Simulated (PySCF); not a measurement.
C$_{2}$H$_{9}$FO$_{2}$Si$_{2}$, singlet, geometry from GFN2-xTB; CASCI(4,3)+NEVPT2/STO-3G run with PySCF.

The PySCF input:
```python
from pyscf import gto, scf, mcscf, mrpt
import numpy

mol = gto.M(
    atom='''
Si    1.53750750    0.45196437    1.39114378
F     2.04300413   -0.92578485    0.69350284
C     0.30427922    1.26542490    0.22172547
Si   -0.86539160    0.02328491   -0.62889110
C    -1.92506899   -0.88299758    0.66314827
O    -1.78750429    0.86929995   -1.67030340
O    -0.03163926   -1.03717910   -1.55249223
H     0.95181138   -0.01393698    2.64135267
H     2.76967987    1.20769704    1.57475864
H     0.84039665    1.81021211   -0.55499780
H    -0.27698280    2.00815622    0.76193636
H    -1.30903855   -1.38812050    1.40060583
H    -2.55531544   -1.63340222    0.19433808
H    -2.57687679   -0.19772994    1.19461195
H    -2.05000889    0.46078981   -2.49051621
H     0.68756218   -1.52662244   -1.16202979
''',
    basis='sto-3g',
    verbose=4,
)

mf = scf.RHF(mol)
mf.kernel()
mc = mcscf.CASCI(mf, 3, 4)
mc.fix_spin_(ss=0.0)
mc.kernel()
occ = numpy.linalg.eigvalsh(mc.fcisolver.make_rdm1(mc.ci, mc.ncas, mc.nelecas))[::-1]
ss = mc.fcisolver.spin_square(mc.ci, mc.ncas, mc.nelecas)[0]
print('natural occupations', occ.round(4), ' <S^2>', round(ss, 4))
e2 = mrpt.NEVPT(mc).kernel()
print('E(NEVPT2) = %.10f' % (mc.e_tot + e2))
```

### Question
Write the output that PySCF gives for this input, abridged.

### Answer

```
PySCF version 2.14.0

[INPUT] verbose = 4
[INPUT] num. atoms = 16
[INPUT] num. electrons = 74
[INPUT] charge = 0
[INPUT] spin (= nelec alpha-beta = 2S) = 0
[INPUT] symmetry False subgroup None
[INPUT] Mole.unit = angstrom
[INPUT] Symbol           X                Y                Z      unit          X                Y                Z       unit  Magmom
[INPUT]  1 Si     1.537507500000   0.451964370000   1.391143780000 AA    2.905468089465   0.854088877362   2.628880744092 Bohr   0.0
[INPUT]  2 F      2.043004130000  -0.925784850000   0.693502840000 AA    3.860718277055  -1.749479816772   1.310530434208 Bohr   0.0
[INPUT]  3 C      0.304279220000   1.265424900000   0.221725470000 AA    0.575004391196   2.391306492205   0.419000413140 Bohr   0.0
[INPUT]  4 Si    -0.865391600000   0.023284910000  -0.628891100000 AA   -1.635353114499   0.044002102735  -1.188431941176 Bohr   0.0
[INPUT]  5 C     -1.925068990000  -0.882997580000   0.663148270000 AA   -3.637853161993  -1.668623594854   1.253168610279 Bohr   0.0
[INPUT]  6 O     -1.787504290000   0.869299950000  -1.670303400000 AA   -3.377893554585   1.642738825598  -3.156415970930 Bohr   0.0
[INPUT]  7 O     -0.031639260000  -1.037179100000  -1.552492230000 AA   -0.059789536184  -1.959984441123  -2.933785125215 Bohr   0.0
[INPUT]  8 H      0.951811380000  -0.013936980000   2.641352670000 AA    1.798662830444  -0.026337075204   4.991433144689 Bohr   0.0
[INPUT]  9 H      2.769679870000   1.207697040000   1.574758640000 AA    5.233936407021   2.282216647048   2.975862541893 Bohr   0.0
[INPUT] 10 H      0.840396650000   1.810212110000  -0.554997800000 AA    1.588119504502   3.420805115271  -1.048793841736 Bohr   0.0
[INPUT] 11 H     -0.276982800000   2.008156220000   0.761936360000 AA   -0.523421633215   3.794865271142   1.439851044748 Bohr   0.0
[INPUT] 12 H     -1.309038550000  -1.388120500000   1.400605830000 AA   -2.473724345998  -2.623167572894   2.646761427169 Bohr   0.0
[INPUT] 13 H     -2.555315440000  -1.633402220000   0.194338080000 AA   -4.828846343472  -3.086682847057   0.367245746774 Bohr   0.0
[INPUT] 14 H     -2.576876790000  -0.197729940000   1.194611950000 AA   -4.869591389848  -0.373655433227   2.257489410633 Bohr   0.0
[INPUT] 15 H     -2.050008890000   0.460789810000  -2.490516210000 AA   -3.873955355024   0.870766541890  -4.706393545690 Bohr   0.0
[INPUT] 16 H      0.687562180000  -1.526622440000  -1.162029790000 AA    1.299304213809  -2.884898307215  -2.195918051686 Bohr   0.0

nuclear repulsion = 492.81781359929
number of shells = 34
number of NR pGTOs = 156
number of NR cGTOs = 52
basis = sto-3g
ecp = {}

******** <class 'pyscf.scf.hf.RHF'> ********
method = RHF
initial guess = minao
damping factor = 0
level_shift factor = 0
DIIS = <class 'pyscf.scf.diis.CDIIS'>
diis_start_cycle = 1
diis_space = 8
diis_damp = 0
SCF conv_tol = 1e-09
SCF conv_tol_grad = None
SCF max_cycles = 50
direct_scf = True
direct_scf_tol = 1e-13
Set gradient conv threshold to 3.16228e-05
Initial guess from minao.
init E= -897.450274470376
  HOMO = -0.328415559105305  LUMO = 0.183856188455601  gap/eV = 13.93962
cycle= 1 E= -896.908098946773  delta_E= 0.542  |g|= 0.632  |ddm|= 4.57
  HOMO = -0.218129641849594  LUMO = 0.40527632773948  gap/eV = 16.96374
cycle= 2 E= -897.071985431227  delta_E= -0.164  |g|= 0.131  |ddm|= 1.17
  HOMO = -0.306154722940447  LUMO = 0.432017837332542  gap/eV = 20.08670
cycle= 3 E= -897.078693493582  delta_E= -0.00671  |g|= 0.0323  |ddm|= 0.229
  HOMO = -0.314646452105517  LUMO = 0.427998454534654  gap/eV = 20.20840
cycle= 4 E= -897.079332614928  delta_E= -0.000639  |g|= 0.00763  |ddm|= 0.0792
  HOMO = -0.31285767583183  LUMO = 0.429485059086425  gap/eV = 20.20017
cycle= 5 E= -897.079365965784  delta_E= -3.34e-05  |g|= 0.00176  |ddm|= 0.0189
  HOMO = -0.312762166793965  LUMO = 0.429480409977191  gap/eV = 20.19745
cycle= 6 E= -897.079367894071  delta_E= -1.93e-06  |g|= 0.000368  |ddm|= 0.00449
  HOMO = -0.312786918412696  LUMO = 0.429515841200799  gap/eV = 20.19909
cycle= 7 E= -897.079367979614  delta_E= -8.55e-08  |g|= 7.76e-05  |ddm|= 0.00103
  HOMO = -0.312798954132267  LUMO = 0.429496955057523  gap/eV = 20.19890
cycle= 8 E= -897.079367982771  delta_E= -3.16e-09  |g|= 2.12e-05  |ddm|= 0.00016
  HOMO = -0.312798914747159  LUMO = 0.429495473757334  gap/eV = 20.19886
cycle= 9 E= -897.079367983116  delta_E= -3.44e-10  |g|= 4.02e-06  |ddm|= 6.82e-05
  HOMO = -0.312798336967193  LUMO = 0.429495824287124  gap/eV = 20.19885
Extra cycle  E= -897.079367983121  delta_E= -5.46e-12  |g|= 1.66e-06  |ddm|= 9.05e-06
converged SCF energy = -897.079367983121

******** <class 'pyscf.mcscf.casci.CASCI'> ********
CAS (2e+2e, 3o), ncore = 35, nvir = 14
natorb = False
canonicalization = True
sorting_mo_energy = False
******** <class 'pyscf.fci.addons.SpinPenaltyFCISolver'> ********
max. cycles = 200
conv_tol = 1e-08
davidson only = True
linear dependence = 1e-12
level shift = 0.001
max iter space = 12
nroots = 1
pspace_size = 400
spin = None
Density matrix diagonal elements [1.99992830e+00 1.99979629e+00 2.75406542e-04]
CASCI converged
CASCI E = -897.079546489683  E(CI) = -3.13182909446130  S^2 = 0.0000000
natural occupations [2.0000e+00 1.9998e+00 3.0000e-04]  <S^2> 0.0

******** <class 'pyscf.mrpt.nevpt2.NEVPT'> ********
NEVPT2 (2e+2e, 3o), ncore = 35, nvir = 14
root = 0
Natural occ [1.99996742e+00 1.99975761e+00 2.74972682e-04]
Natural orbital (expansion on meta-Lowdin AOs) in CAS space
               #1        #2        #3
0 Si 1s          0.00001   0.00008   0.00072
0 Si 2s         -0.00026  -0.00077  -0.00476
0 Si 3s          0.00168   0.03305   0.31080
0 Si 2px         0.00019   0.00145   0.00361
0 Si 2py         0.00008   0.00020  -0.01072
0 Si 2pz         0.00033   0.00150  -0.00293
0 Si 3px        -0.04714  -0.14269  -0.17189
0 Si 3py         0.00029   0.04592   0.47839
0 Si 3pz        -0.04407  -0.10822   0.13831
1 F 1s           0.00002  -0.00005  -0.00113
1 F 2s          -0.00288   0.00068   0.07019
1 F 2px          0.09893   0.12309  -0.04003
1 F 2py          0.00366   0.02626   0.11148
1 F 2pz          0.09815   0.14193   0.07858
2 C 1s          -0.00033   0.00067   0.00438
2 C 2s           0.02635  -0.08167  -0.25586
2 C 2px          0.05009   0.37397  -0.06847
2 C 2py         -0.01455   0.24397   0.26672
2 C 2pz          0.09075   0.28376  -0.05573
3 Si 1s          0.00005  -0.00002   0.00061
3 Si 2s         -0.00254  -0.00086  -0.00226
3 Si 3s         -0.04563  -0.03972   0.29416
3 Si 2px        -0.00169   0.00103  -0.00011
3 Si 2py         0.00184   0.00296  -0.00702
3 Si 2pz         0.00447   0.00181  -0.00364
3 Si 3px         0.09777  -0.12463  -0.06142
3 Si 3py        -0.04492  -0.22407   0.30990
3 Si 3pz        -0.16837  -0.04803   0.06654
4 C 1s           0.00081  -0.00081   0.00116
4 C 2s          -0.10613   0.09312  -0.06836
4 C 2px         -0.21026   0.17475  -0.06677
4 C 2py         -0.16741   0.16670  -0.03148
4 C 2pz          0.28084  -0.18711   0.09475
5 O 1s          -0.00042  -0.00050   0.00313
5 O 2s           0.02011   0.06053  -0.18256
5 O 2px         -0.47242   0.15726  -0.07940
5 O 2py         -0.30780   0.15171   0.12367
5 O 2pz          0.35556  -0.02137  -0.02815
6 O 1s           0.00017   0.00016  -0.00004
6 O 2s          -0.11096  -0.06022   0.00766
6 O 2px          0.03815   0.36670  -0.02068
6 O 2py          0.20440   0.46124  -0.02655
6 O 2pz          0.48312   0.09503   0.02698
7 H 1s          -0.02998  -0.03890  -0.22370
8 H 1s          -0.06658  -0.19161  -0.29308
9 H 1s          -0.04125   0.05457   0.02645
10 H 1s          0.03273   0.05601  -0.10029
11 H 1s          0.07858  -0.04150   0.02694
12 H 1s          0.03673  -0.08153   0.04670
13 H 1s          0.08623  -0.02611  -0.05007
14 H 1s         -0.04948  -0.06912   0.19084
15 H 1s          0.03324   0.02500   0.00703
<CAS-nat-orb|mo-hf>  36     36       0.90202136
<CAS-nat-orb|mo-hf>  36     37      -0.43169139
<CAS-nat-orb|mo-hf>  37     36       0.43169139
<CAS-nat-orb|mo-hf>  37     37       0.90202125
<CAS-nat-orb|mo-hf>  38     38       0.99999989
Sr    (-1)',   E = -0.00048566895684
Si    (+1)',   E = -0.00034993316079
Sijrs (0)  ,   E = -0.18763648745165
Sijr  (+1) ,   E = -0.02314454409797
Srsi  (-1) ,   E = -0.03641407416183
Srs   (-2) ,   E = -0.00510097634333
Sij   (+2) ,   E = -0.00300857881486
Sir   (0)' ,   E = -0.00485923050603
Nevpt2 Energy = -0.260999493493318
E(NEVPT2) = -897.3405459832
```
